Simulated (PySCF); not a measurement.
**As⁺ (arsenic, charge +1) across methods**

[Ar] 3d10 4s2 4p2, high-spin 3P determinant. Calculation: PySCF 2.14, in aug-cc-pVDZ-PP with ECP10MDF (5s4p3d, 32 functions); scalar relativity through the core potential.

```tsv
method	E (hartree)	mean ε 4s α (eV)	mean ε 4s β (eV)	mean ε 4p α (eV)	Σ⟨r²⟩ (bohr²)	⟨S²⟩
MN15	-332.4469	-26.070	-23.806	-15.630	30.03	2.002
r2SCAN	-331.9198	-24.653	-22.444	-14.416	29.42	2.004
wB97X	-332.0821	-28.449	-26.157	-17.438	29.47	2.002
wB97M-V	-331.8531	-28.286	-25.798	-17.278	29.65	2.002
PBE0	-332.0076	-25.778	-23.288	-15.247	29.58	2.003
LC-wPBE	-332.0831	-29.135	-26.278	-18.047	29.46	2.004
UHF	-330.85146	-30.450	-25.330	-18.424	29.91	2.009
PBE	-332.0395	-23.947	-22.202	-13.967	29.62	2.002
LDA	-331.5221	-24.189	-22.650	-13.981	29.56	2.001
```

Energies and moments cover only the electrons outside the core potential.
